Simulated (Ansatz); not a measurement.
Complex (SMILES): F (HF) with Cl (HCl), atoms 1 to 2 the first; geometry from B3LYP-D3(BJ)/def2-TZVP, monomers rigid:
```xyz
4

F     -0.1993     0.2587    -0.2561
H     -0.6953    -0.4360     0.1164
Cl    -1.4096    -2.1732     1.4289
H     -0.3348    -2.0986     2.1286
```

The counterpoise-corrected interaction energy at MP2 with Ansatz (an electronic-structure program), in kcal/mol, split into its Hartree-Fock and correlation parts. Cores are frozen. No added dispersion term, no relativity. Functions are those of the species that has most.

| basis | X | functions | Hartree-Fock | MP2 |
|---|---|---|---|---|
| aug-cc-pV(D+d)Z | 2 | 73 | -1.35 | -2.29 |
| aug-cc-pV(T+d)Z | 3 | 147 | -1.45 | -2.82 |
| aug-cc-pV(Q+d)Z | 4 | 261 | -1.46 | -2.96 |
| aug-cc-pV(5+d)Z | 5 | 423 | -1.46 | -3.01 |

Worked estimate of the basis-set limit from each neighbouring pair, with Hartree-Fock from the larger set and the correlation part extrapolated as X^-3.
Correlation parts: X = 2: -0.94, X = 3: -1.37, X = 4: -1.50, X = 5: -1.55.
- (2,3): (27·(-1.37) - 8·(-0.94))/19 = -1.55; with Hartree-Fock -1.45 the estimate is -3.00 kcal/mol.
- (3,4): (64·(-1.50) - 27·(-1.37))/37 = -1.59; with Hartree-Fock -1.46 the estimate is -3.05 kcal/mol.
- (4,5): (125·(-1.55) - 64·(-1.50))/61 = -1.60; with Hartree-Fock -1.46 the estimate is -3.06 kcal/mol.
The last two estimates differ by 0.01 kcal/mol; the largest set lies 0.05 from the last. Over the last step Hartree-Fock moves by 0.00 and the correlation part by -0.05.
